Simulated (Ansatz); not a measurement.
This geometry of BH4N + H4OSi (12 atoms, charge 0, multiplicity 1) is a first-order saddle point.

All numbers below come from RKS revPBE-D4/6-31G* in Ansatz 0.2.0.

```xyz
12
Properties=species:S:1:pos:R:3
B -0.248 0.075 0.439
N 0.332 0.158 1.881
H -0.264 -0.183 2.639
H 1.285 -0.187 2.013
H 0.516 -0.329 -0.406
H -1.408 -0.288 0.392
O -0.230 1.776 0.344
Si -1.739 2.551 0.143
H -2.265 2.205 -1.212
H -2.714 2.124 1.202
H -1.516 4.030 0.247
H 0.141 1.520 1.384
```

Q: Which two structures does it join? (They come from a converged band through this point; their orientation in space is the band's.)

A: Bonds broken: O7–H12. Bonds formed: B1–O7, N2–H12. BH4N + H4OSi becomes BH8NOSi.

First end point:

```xyz
12
Properties=species:S:1:pos:R:3
B 0.103 -0.840 0.429
N 0.175 -0.106 1.633
H -0.646 0.124 2.195
H 1.052 0.094 2.114
H 1.132 -1.143 -0.123
H -0.987 -1.098 -0.019
O -0.165 2.714 0.597
Si -1.821 2.919 0.414
H -2.355 2.422 -0.905
H -2.605 2.207 1.495
H -2.080 4.390 0.519
H 0.086 1.770 0.716
```

Last end point:

```xyz
12
Properties=species:S:1:pos:R:3
B -0.113 0.409 0.169
N 0.288 0.246 1.811
H -0.492 0.541 2.414
H 0.537 -0.721 2.056
H 0.883 -0.008 -0.405
H -1.112 -0.301 0.060
O -0.318 1.851 0.013
Si -1.848 2.477 0.172
H -2.813 2.012 -0.887
H -2.461 2.118 1.516
H -1.754 3.976 0.117
H 1.091 0.852 2.028
```

Q: How far does it lie above each of them?

A: 37.1 kJ/mol above the first and 110.2 kJ/mol above the second. This is the barrier of this one path; another mechanism may lie lower. The orbitals stay closed-shell, which can raise the energy where a bond breaks towards radicals; this wasn't checked here.

Time of the run: 14 min on 1 thread of Intel(R) Xeon(R) Processor @ 2.50GHz (Skylake/Cascade Lake) (shared host), peak memory 0.13 GiB.
